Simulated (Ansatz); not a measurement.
Species: C$_{4}$H$_{4}$N (charge 0, doublet). It need not be the lowest isomer of its formula. 
Structure (B3LYP-D3(BJ)/def2-TZVP (Ansatz, a first-principles code) minimum search):
```
C
C 1 1.3168
H 2 1.0854 1 121.78
C 2 1.4302 3 116.78 1 180.00
N 4 1.1533 3 154.17 2 -180.00
C 1 1.4576 2 140.32 3 -180.00
H 6 1.0926 1 110.87 2 120.27
H 6 1.0926 7 107.60 1 -121.40
H 6 1.0981 7 108.36 8 -116.96
```
Charge 0, spin multiplicity 2.

Total electronic energies in hartree. Valence correlation only, unless marked. Open shells are spin-unrestricted. Spin-orbit coupling is left out. Non-relativistic. CBS(X,Y): correlation extrapolated as X^-3; Hartree-Fock from the larger set. [CCSD(T)-MP2]/basis is that difference in the basis named.

The UHF reference is spin-contaminated (<S^2> 0.32 over the pure value in the largest basis). 

| level | program | energy (Eh) |
|---|---|---|
| HF/cc-pwCVTZ | Ansatz | -208.24339 |
| RI-HF/cc-pVQZ | Ansatz | -208.25462 |
| BLYP-D4/def2-TZVPD | Ansatz + dftd4 | -209.49231 |
| revPBE/def2-TZVPD | Ansatz | [?] |
| r2SCAN-D3(BJ)/def2-TZVPD | Ansatz + dftd3 | [?] |
| B3LYP-D4/def2-TZVPD | Ansatz + dftd4 | [?] |
| PBE0-D3(BJ)/def2-TZVP | Ansatz + dftd3 | -209.29786 |
| HSE06-D4/def2-TZVPD | Ansatz + dftd4 | -209.28590 |
| CAM-B3LYP-D3(BJ)/def2-TZVPD | Ansatz + dftd3 | -209.44060 |
| RI-MP2/cc-pVQZ | Ansatz | -209.07267 |
| SCS-MP2/cc-pVTZ | Ansatz | -208.99739 |
| CCSD/cc-pwCVTZ | Ansatz | -209.06525 |
| CCSD(T)/cc-pVDZ | Ansatz | -208.89541 |
| RI-MP2/CBS(cc-pVTZ,cc-pVQZ)+[CCSD(T)-MP2]/cc-pVDZ | Ansatz | -209.1915 |
| RI-MP2/CBS(cc-pVTZ,cc-pVQZ)+[CCSD(T)-MP2]/cc-pVTZ | Ansatz | -209.1941 |

**Question.** What belongs in the gaps?

**Answer.** 
- revPBE/def2-TZVPD, energy (Eh): -209.49684
- r2SCAN-D3(BJ)/def2-TZVPD, energy (Eh): -209.42903
- B3LYP-D4/def2-TZVPD, energy (Eh): -209.56507
